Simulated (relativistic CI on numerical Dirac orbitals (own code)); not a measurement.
# Crystal-field levels of Dy4+, 4f8

Calculated by Dirac-Coulomb-Breit CI, separate exchange-only KLI orbitals for each configuration, model QED (radiative potential, 1s self-energy scaled to tabulated hydrogen-like ionisation energies), valence Slater integrals scaled by 0.8, one configuration in a parametric crystal field (own radial code).

Field parameters in Wybourne normalisation; cubic f-shell fields have B⁴₄ = √(5/14) B⁴₀ and B⁶₄ = −√(7/2) B⁶₀. The field is a parameter set, without covalency.

S and J are read from ⟨S²⟩ = S(S + 1) and ⟨J²⟩ = J(J + 1) of each level; they are not fictitious spins.

D3d, B20 = 2220, B40 = -1960, B43 = -2020, B60 = 720, B63 = -670, B66 = -270 cm⁻¹, the lowest 16 levels:

```csv
E (cm⁻¹),Degeneracy,Irrep,S,J
0.0,1,A1,2.95,5.99
0.2,1,A2,2.95,5.99
465,2,E,2.95,5.93
777,2,E,2.95,5.93
908,1,A1,2.95,5.94
1155,1,A2,2.95,5.97
1241,2,E,2.95,5.97
1369,2,E,2.94,5.98
1426,1,A1,2.94,5.98
3141,2,E,2.96,5.01
3234,1,A2,2.96,4.94
3258,1,A1,2.96,4.91
3391,2,E,2.96,5.03
3527,2,E,2.96,4.89
3751,2,E,2.96,4.91
3806,1,A2,2.96,4.90
```

Oh, B40 = 2450, B60 = 1000 cm⁻¹, the lowest 10 levels:

```json
{"E (cm⁻¹)": "0.0", "Degeneracy": "1", "Irrep": "A1", "S": "2.95", "J": "5.99"}
{"E (cm⁻¹)": "50.4", "Degeneracy": "3", "Irrep": "T1", "S": "2.95", "J": "5.98"}
{"E (cm⁻¹)": "115", "Degeneracy": "3", "Irrep": "T2", "S": "2.95", "J": "5.98"}
{"E (cm⁻¹)": "300", "Degeneracy": "1", "Irrep": "A2", "S": "2.95", "J": "5.97"}
{"E (cm⁻¹)": "447", "Degeneracy": "3", "Irrep": "T2", "S": "2.95", "J": "5.96"}
{"E (cm⁻¹)": "488", "Degeneracy": "2", "Irrep": "E", "S": "2.95", "J": "5.96"}
{"E (cm⁻¹)": "2426", "Degeneracy": "3", "Irrep": "T1", "S": "2.96", "J": "4.98"}
{"E (cm⁻¹)": "2838", "Degeneracy": "2", "Irrep": "E", "S": "2.96", "J": "4.94"}
{"E (cm⁻¹)": "2911", "Degeneracy": "3", "Irrep": "T1", "S": "2.96", "J": "4.89"}
{"E (cm⁻¹)": "3040", "Degeneracy": "3", "Irrep": "T2", "S": "2.96", "J": "5.02"}
```

The next free-ion level lies 2536 cm⁻¹ above the lowest; the field splits the ground level into components whose J stays near 6 as long as their spread is small against that gap.

Levels of this model without a field, named by their leading LS term (the scale mimics covalency, so terms lie below those of the real free ion): 7F_6 0, 7F_5 2536, 7F_4 3941, 7F_3 5122, 7F_2 5933, 7F_1 6484, 7F_0 6751, 5D_4 19425 cm⁻¹.
